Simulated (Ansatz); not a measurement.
Ansatz (a program for electronic structure) input for H4Pb, SMILES [PbH4], PBE/def2-TZVPD. The structure is a stationary point at PBE0-D3(BJ)/def2-TZVPD. The def2 effective core potentials stand for the cores of Pb; spin–orbit coupling is left out.

Ansatz 0.2 input:
```yaml
crystal:
  periodic: [false, false, false]
  atoms:
    - {symbol: Pb, position_ang: [0.00000000, 0.00000000, 0.00000000]}
    - {symbol: H, position_ang: [-1.01028419, 1.01028419, -1.01028419]}
    - {symbol: H, position_ang: [1.01028419, 1.01028419, 1.01028419]}
    - {symbol: H, position_ang: [1.01028419, -1.01028419, -1.01028419]}
    - {symbol: H, position_ang: [-1.01028419, -1.01028419, 1.01028419]}
basis:
  gaussian:
    orbitals: def2-TZVPD
hamiltonian:
  xc: {name: PBE}
```

It prints:

```
WARN ansatz: RAYON_NUM_THREADS=1 ignored (pool sized by the plan → 1); use --threads N
Functional definition: PBE
integrals: 0.02 GiB planned
600 factors; their error is unknown
mean field: 0.19 GiB planned
mean field evaluation 1: about -5311.3468 eV, gradient 1.4e1 eV
mean field evaluation 2: about -5311.8279 eV, gradient 9.4e0 eV
mean field evaluation 4: about -5312.0747 eV, gradient 1.5e-1 eV
mean field evaluation 8: about -5312.0532 eV, gradient 2.4e-1 eV
mean field evaluation 16: about -5312.0534 eV, gradient 5.5e-7 eV
mean field -5312.05335568 eV, -195.2143601822 hartree, gradient 5.5e-7 eV, S^2 0.000000; 0 other end points of the search recorded, 0 dependent functions left out
reference -5312.05340798 eV, -195.2143621043 hartree; 13, 13 occupied and 79, 79 virtual orbitals, 600 factors
Total energy: -5312.05340798 eV, -195.2143621043 hartree
```

The run converged.
